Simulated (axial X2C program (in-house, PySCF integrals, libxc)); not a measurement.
## Spectroscopic constants of Ge₂⁺

Calculated with an in-house relativistic program for diatomic molecules. Spin-free means the one-electron spin-free X2C Hamiltonian; two-component (2c) means X2C with spin–orbit coupling and atomic mean-field two-electron Coulomb and Gaunt terms, so the difference of the two also holds small scalar two-electron terms. Basis: Ge dyall-cv3z [9s9p7d4f1g] (cores contracted in-house); Gaussian nuclei, density fitting, unrestricted open shells. Masses: Ge 73.921 u.

The run was started with this input:
```json
{
 "zs": [
  32,
  32
 ],
 "q": 1,
 "bas": [
  "dyall-cv3z",
  "dyall-cv3z"
 ],
 "levels": [
  "PBE0",
  "HF",
  "PBE"
 ],
 "cc": true,
 "r0": 2.42,
 "thr": -1.0,
 "nmax": 90,
 "npts": 10,
 "nst": 2,
 "ntry": 6
}
```
```bash
python so2c.py task.json out
```

Keys: zs atomic numbers; q charge; bas basis sets; levels methods; cc coupled cluster on or off; r0 starting distance in Å; thr threshold in hartree for freezing inner shells (an s shell follows its p shell); nmax most natural virtual spinors; npts points on the curve; nst determinants followed; ntry starts of the search. HF also brings MP2.

State, spin-free: M_S = 3/2, Λ = 0 (beyond evenly filled blocks: σα, π+α, π-α); electrons by block: σα: 15, σβ: 14, π+α: 7, π+β: 6, π-α: 7, π-β: 6, δ+α: 2, δ+β: 2, δ-α: 2, δ-β: 2. Fragments: Ge+ + Ge.

State, 2c: Ω = 3/2 (⟨Sz⟩ = 1.50, ⟨Lz⟩ = 0.00 at PBE0); electrons by block: 1/2: 21, -1/2: 21, 3/2: 9, -3/2: 8, 5/2: 2, -5/2: 2. Fragments: Ge+ + Ge.

```
Hamiltonian    level  Re (Å)  ωe (cm⁻¹)  ωexe (cm⁻¹)  De (eV)  D0 (eV)
  spin-free     PBE0   2.405      258.2        0.715     3.31     3.29
  spin-free       HF   2.396      277.1        0.594     1.99     1.97
  spin-free      MP2   2.401      271.5        0.765     2.95     2.94
  spin-free     CCSD   2.414      263.1        0.761     2.84     2.83
  spin-free  CCSD(T)   2.423      256.6        0.837     3.00     2.99
  spin-free      PBE   2.444      237.3        0.762     3.56     3.54
         2c     PBE0   2.406      257.8        0.714      n/a      n/a
         2c       HF   2.397      276.9        0.593      n/a      n/a
         2c      MP2   2.401      271.2        0.764      n/a      n/a
         2c     CCSD   2.415      262.8         0.76      n/a      n/a
         2c  CCSD(T)   2.424      256.3        0.836      n/a      n/a
         2c      PBE   2.445      236.9        0.762      n/a      n/a
```

Correlated methods: 7 electrons correlated (number of frozen shells: Ge 3 s, 2 p, 1 d), 273 virtual spin orbitals or spinors in MP2, 90 natural virtuals in coupled cluster.

The state is one determinant whose occupation by symmetry is held fixed; it was picked as the lowest of a PBE0 search that is not exhaustive. Dissociation energies refer to the lowest single-determinant-based atoms at the same level and basis. De is not given where an atomic determinant may have missed its ground term or J level, or where the truncated virtual space spoils (T). Density functionals use the spin component along the axis (collinear). Coupled cluster ran in a truncated set of natural virtual spinors; the MP2 energy of the rest was added. (T) has no such correction and the atoms are truncated less, which lowers De at CCSD(T) by a hundredth of an eV or more. Other states lie close and PBE0, whose exact exchange favours high spin, may order them wrongly; the determinant shown need not be the ground state. The nearest other spin-free determinant of the search, M_S = 1/2, Λ = 0, lies 0.43 eV up at the distance of the search. Without a current term, density functionals place determinants with orbital angular momentum somewhat too high. With several unpaired electrons one determinant need not be a pure state. This is the top spin component of a Σ state; components of lower Ω are not single determinants and can lie lower. With the outer-core shells frozen, correlated bond lengths of heavy atoms tend to come out a few hundredths of an ångström too long.

Rough cost a point (2c) on 1 thread(s) of a shared host, integrals apart: PBE0 0.9 s, HF 0.6 s, CCSD(T) 4 s, PBE 0.4 s.

The whole task took 2.2 min on 1 thread of Intel(R) Xeon(R) Processor @ 2.30GHz, on a shared host.
